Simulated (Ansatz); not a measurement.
`FC1([SiH3])C[SiH2]1`, relaxed with RKS PBE-D4/def2-SVP in Ansatz 0.2.0 from a rough embedded geometry. The force threshold is 0.03 eV/Å; the program also tests the step.

The species carries charge 0 and has multiplicity 1.

Start:

```xyz
12

F     0.616   -0.858    1.730
C     0.255   -0.251    0.575
Si    0.851   -1.141   -0.926
C     0.183    1.261    0.517
Si   -1.501    0.306    0.395
H     0.544   -0.381   -2.187
H     2.360   -1.314   -0.943
H     0.257   -2.463   -1.088
H     0.291    1.736    1.538
H     0.430    1.805   -0.291
H    -2.275    0.622    1.616
H    -2.010    0.678   -0.935
```

```json
{"step": "1", "energy (eV)": "-20635.5615", "largest force (eV/Å)": "5.628", "largest move (Å)": "0.000"}
{"step": "2", "energy (eV)": "-20636.0962", "largest force (eV/Å)": "1.082", "largest move (Å)": "0.195"}
{"step": "3", "energy (eV)": "-20636.1901", "largest force (eV/Å)": "0.708", "largest move (Å)": "0.162"}
{"step": "4", "energy (eV)": "-20636.2048", "largest force (eV/Å)": "0.241", "largest move (Å)": "0.200"}
{"step": "5", "energy (eV)": "-20636.2250", "largest force (eV/Å)": "0.139", "largest move (Å)": "0.106"}
{"step": "6", "energy (eV)": "-20636.2268", "largest force (eV/Å)": "0.056", "largest move (Å)": "0.025"}
{"step": "7", "energy (eV)": "-20636.2271", "largest force (eV/Å)": "0.024", "largest move (Å)": "0.010"}
```

End:

```xyz
12

F     0.512   -0.890    1.699
C     0.167   -0.263    0.499
Si    0.906   -1.168   -0.990
C     0.190    1.270    0.560
Si   -1.547    0.572    0.388
H     0.436   -0.470   -2.238
H     2.411   -1.137   -0.944
H     0.439   -2.595   -1.002
H     0.426    1.658    1.567
H     0.711    1.823   -0.242
H    -2.384    0.583    1.623
H    -2.266    0.616   -0.921
```

It took 11 s on 4 threads of a server CPU on a shared host, with 0.16 GiB of host memory at the peak.
